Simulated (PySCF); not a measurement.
## Working out the ionisation energy of Se(2+)

Se(2+) [Ar] 3d10 4s2 4p2 (3P) → Se(3+) [Ar] 3d10 4s2 4p1 (2P). Computed with PySCF 2.14 in cc-pVDZ-DK, with scalar relativity by spin-free X2C-1e. Frozen: [Ar] 3d10. Energies in hartree (1 hartree = 27.21139 eV):

| part | Se(2+) (lower) | Se(3+) (upper) |
| --- | --- | --- |
| UHF | -2426.880355 | -2425.742590 |
| CCSD correlation | -0.059904 | -0.049639 |
| (T) | -0.000539 | -0.000347 |

**Question.** What does Hartree-Fock give?

**Answer.** (-2425.742590) − (-2426.880355) = 1.137765 hartree = 30.960 eV.

**Question.** What do CCSD and CCSD(T) give?

**Answer.** The CCSD correlation energies differ by 0.010265 hartree = 0.279 eV and the triples by 0.000192 hartree = 0.005 eV, so CCSD gives 31.239 eV and CCSD(T) 31.244 eV.

Reference: 31.697 ± 0.019 eV (measured; NIST Atomic Spectra Database, ionization energies), between the lowest levels; spin-orbit coupling is absent from the calculation.

A double-zeta basis recovers only part of the correlation energy.

What remains against the reference includes basis incompleteness, the frozen core and higher excitations.
